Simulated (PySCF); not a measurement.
# Reading the logs of faulty runs: BC2GeH7

Calculated results; nothing here was measured. They come from PySCF 2.14.0, an open-source quantum chemistry program, on an isolated molecule that a program drew, which may never have been made. The molecule is BC2GeH7 (charge 0, singlet), drawn as the SMILES string `B=[C](C)[GeH3]`.

Each row is a Hartree-Fock (HF) and frozen-core CCSD(T) single point in the cc-pVDZ basis, meant for a local HF minimum. Run 1 is clean. Each other run has one planted mistake out of seven kinds, and not every kind appears here: one electron removed, one electron added, multiplicity raised by two, geometry at a saddle point, minimal basis STO-3G, one bond length entered in bohr, all coordinates scaled. The reference is restricted for singlets and unrestricted otherwise, and also for a bond in bohr. Adding or removing an electron swaps singlet and doublet. Electrons count all cores. HOMO and LUMO are orbital energies over both spins, the gradient is its largest component, and the lowest frequency (negative if imaginary) is given only where the gradient is small. Bond lengths are over the 10 bonds as drawn. T1 is the CCSD diagnostic: over 0.02 (restricted) or 0.045 (unrestricted) a single reference is doubtful. Germanium has the cc-pVDZ-PP basis, with a core potential (ECP10MDF) in place of its 10 inner electrons, and its 3s, 3p and 3d shells are frozen in CCSD(T).

Geometry of the clean run:
```xyz
11
BC2GeH7, angstrom
B    -1.4176    0.9236   -1.8338
C    -0.5094    0.8826   -0.8051
C     0.2873    1.9273   -0.0525
Ge   -0.2744   -0.9945   -0.2812
H    -2.2021    0.8552   -2.7077
H     0.0543    1.9094    1.0154
H     0.0801    2.9335   -0.4190
H     1.3620    1.7532   -0.1524
H    -0.6574   -1.1805    1.1943
H     1.1940   -1.4095   -0.4541
H    -1.1543   -1.9111   -1.1424
```

```
run,electrons,basis functions,<S^2>,HOMO (eV),LUMO (eV),gradient (hartree/bohr),lowest frequency (cm^-1),mean bond (Å),longest bond (Å),T1,HF (hartree),CCSD(T) (hartree),mistake
1,56,100,0.000,-8.72,2.35,3.0e-05,163,1.3910,1.963,0.0126,-397.80523,-398.33477,no fault
2,56,100,2.019,-6.12,0.51,9.3e-02,-,1.3910,1.963,0.0153,-397.72169,-398.22111,multiplicity raised by two
3,56,100,0.000,-8.67,2.26,1.1e-02,-,1.4104,1.990,0.0128,-397.80325,-398.33566,all coordinates scaled
4,57,100,0.797,0.25,8.73,4.3e-02,-,1.3910,1.963,0.0177,-397.75607,-398.30279,one electron added
5,55,100,0.757,-16.69,-6.01,4.9e-02,-,1.3910,1.963,0.0180,-397.53815,-398.02331,?
```

**Which mistake was planted in run 5, and what did it cost?**

It counts 55 electrons, one fewer than the clean run, at the same geometry and basis. So the mistake is: one electron removed. Subtracting run 1 and multiplying by 627.51 kcal/mol a hartree, the energy moved by 167.6 kcal/mol in HF and 195.4 kcal/mol in CCSD(T).

Cautions from the logs. Run 4: the HOMO is above zero, so the electron isn't bound and the energy depends on the basis.
